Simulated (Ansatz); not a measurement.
Molecular dynamics of HF

Input file:

```yaml
accuracy: low
crystal:
  lattice:
    - [6.738664, 0.0, 0.0]
    - [0.0, 6.738664, 0.0]
    - [0.0, 0.0, 6.738664]
  atoms:
    - { symbol: F, position: [0.58844592, 0.46728976, 0.49341738] }
    - { symbol: H, position: [0.45796902, 0.4168473, 0.45776007] }
    - { symbol: F, position: [0.85128371, 0.11377751, 0.47436321] }
    - { symbol: H, position: [0.78244454, -0.00587965, 0.45110299] }
    - { symbol: F, position: [0.49063561, 0.86105532, 0.98866921] }
    - { symbol: H, position: [0.4459286, 0.87067999, 0.85563871] }
    - { symbol: F, position: [0.08352947, 0.24702387, 0.12090693] }
    - { symbol: H, position: [-0.06301085, 0.24360969, 0.11524138] }
    - { symbol: F, position: [0.41038615, 0.87983386, 0.60575989] }
    - { symbol: H, position: [0.30190491, 0.83621184, 0.52311127] }
    - { symbol: F, position: [0.73573531, 0.3095511, 1.03990544] }
    - { symbol: H, position: [0.78404281, 0.42070697, 0.96438313] }
    - { symbol: F, position: [0.16099079, 0.75287106, 0.35665472] }
    - { symbol: H, position: [0.01916398, 0.74213509, 0.37078523] }
    - { symbol: F, position: [-0.01208584, 0.55689677, 0.89612177] }
    - { symbol: H, position: [0.07800185, 0.46820693, 0.9604531] }
    - { symbol: F, position: [0.25181401, 0.32494127, 0.45073049] }
    - { symbol: H, position: [0.18430858, 0.28143444, 0.33166426] }
    - { symbol: F, position: [0.78414332, 0.74037438, 0.36453077] }
    - { symbol: H, position: [0.69477309, 0.6338714, 0.41100995] }
basis:
  ecutwfc: 420.0
kpoints:
  mp_grid: { grid: [1, 1, 1] }
hamiltonian:
  xc: pbe
  dispersion: d3bj
scf:
  occupations: { method: fermi_dirac, width: 0.02 }
  lower_state_search: "off"
md:
  timestep: 0.75
  n_steps: 300
  ensemble: nvt_langevin
  temperature: 1000.0
  initial_velocities: maxwell_boltzmann
  seed: 651398
  friction: 0.02
```

Run as:

```bash
$ ansatz run input.yaml --threads 1 --pin off --max-ram 3072MiB --backend cpu --events-out ev --progress --plain --runs-dir out
```

It starts from a partly relaxed structure (largest force component 0.22 eV/Å).

Output, in part (step lines):

```
md step     0: t =     0.00 fs  T =   950.0 K  F+E_penalty+E_count = -8245.46033370 eV  E_kin = 2.455940 eV  (9 SCF iters)
[... lines left out ...]
```

The steps, from the saved trajectory:

```tsv
time (fs)	T (K)	potential energy less start (eV)
0.0	950	0.000
7.5	763	0.674
15.0	702	0.898
22.5	862	0.752
30.0	578	1.126
37.5	803	0.995
45.0	740	1.363
52.5	592	1.239
60.0	661	1.235
67.5	656	1.243
75.0	669	1.664
82.5	752	1.484
90.0	869	1.447
97.5	1046	1.573
105.0	1146	1.537
112.5	1054	1.513
120.0	908	1.678
127.5	755	1.751
135.0	949	1.690
142.5	927	1.552
150.0	681	2.125
157.5	760	2.009
165.0	816	1.890
172.5	1099	1.648
180.0	983	2.012
187.5	1017	2.450
195.0	1247	2.002
202.5	986	2.349
210.0	1014	2.247
217.5	1038	1.699
225.0	882	1.736
```

The run went to its last step. A run of 0.23 ps of so small a system gives no equilibrium averages. Limits of this set-up: coarse k mesh, low accuracy level.

Mean squared displacements from the first frame to the last, about the centre of mass: F 1.38 Å², H 2.10 Å².

Last frame:

```xyz
20
Lattice="6.7387 0.0000 0.0000 0.0000 6.7387 0.0000 0.0000 0.0000 6.7387" Properties=species:S:1:pos:R:3
F 4.487 2.462 4.185
H 3.636 2.439 3.725
F 6.130 0.833 4.539
H 5.421 0.336 4.185
F 2.445 5.459 7.332
H 2.229 6.022 6.586
F 1.760 1.998 0.453
H 1.419 2.692 -0.166
F 2.316 5.085 4.152
H 1.474 5.202 3.605
F 5.589 3.536 8.524
H 5.524 2.775 9.183
F 0.337 5.476 2.595
H -0.210 4.679 2.341
F 0.628 4.316 5.582
H -0.284 4.305 5.905
F 2.010 2.805 3.251
H 2.230 2.738 2.379
F 4.407 5.845 3.479
H 3.607 5.519 3.462
```

Run time: 6.4 min on 1 thread of Arm Neoverse V2, on a shared host, peak memory 0.38 GiB.
